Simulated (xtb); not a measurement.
MnO (SMILES [O]=[Mn]), sextet, at a GFN2-xTB geometry (such geometries of metal compounds can be far from the true shape), atoms displaced at random by about 0.1 Å a coordinate. Base run: xtb with GFN1-xTB.

The xtb input:
```
$ xtb mol.xyz --gfn 1 --uhf 5 --opt --json

# file mol.xyz
2

Mn    -0.12807319     0.00915992    -0.48700077
O      0.03067576     0.04929490     1.19146657
```

The base run was repeated with changes; each row names its change, and settings that it needs were set with it.

| change | ΔE vs base (µEh) | optimiser steps |
|---|---|---|
| base | 0.0 | 5 |
| opt level = lax | 0.0 | 5 |
| opt level = loose | 0.0 | 5 |
| opt level = crude | 1.0 | 4 |
| opt level = extreme | -0.2 | 7 |
| engine = inertial | 0.1 | - |
| engine = lbfgs | 0.0 | - |
| opt level = sloppy | 1.0 | 4 |
| opt level = tight | 0.0 | 5 |
| opt level = vtight | -0.2 | 7 |
